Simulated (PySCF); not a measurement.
Molecule: sum formula HSiOBr$_{2}$, net charge 0, doublet state. It need not be the lowest isomer of its formula. 
Coordinates optimised at B3LYP-D3(BJ)/def2-TZVP (Ansatz):
```xyz
5

Si    -0.5873    -0.6040     0.2221
Br    -0.3703     1.4003     1.2373
Br     1.1259    -1.0182    -1.1540
O     -1.9405    -0.6028    -0.7035
H     -2.6993    -0.0956    -0.3950
```
Charge 0, spin multiplicity 2.

Dispersion corrections to the total energy (kcal/mol) from the dftd3 and dftd4 libraries through PySCF: D3(BJ) without and D4 with the three-body term, each with the damping fitted for the functional named.

| functional | D3(BJ) | D4 |
|---|---|---|
| B2GP-PLYP | … | -1.73 |
| HSE06 | -3.06 | -3.28 |
| revPBE | -8.27 | … |
| TPSS | -4.86 | -5.42 |
| B2PLYP | -3.92 | -2.79 |
| r2SCAN | -0.98 | -0.85 |
| CAM-B3LYP | -3.64 | … |

Question: Complete the blanks.

Answer: 
- B2GP-PLYP, D3(BJ): -4.93
- revPBE, D4: -9.80
- CAM-B3LYP, D4: -3.62
